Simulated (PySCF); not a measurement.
hydrogen (H2), SMILES [H][H]. Geometry optimised at PBE0-D3(BJ)/def2-TZVPD.

TDDFT-LC-ωPBE/def2-TZVPD (PySCF) puts the lowest singlet excitations at 12.51, 13.67, 13.67, 15.55, 17.21, 17.21 eV.

**Question.** What are the lowest excitation roots from PySCF with ADC(2)/aug-cc-pVDZ? (Estimate from the structure and the level; the computed values follow.)

**Answer.** 12.64, 13.08, 15.78, 15.78, 16.19, 20.16 eV. S1 differs by 0.13 eV (second minus first; roots are paired by order, and the bases may differ).
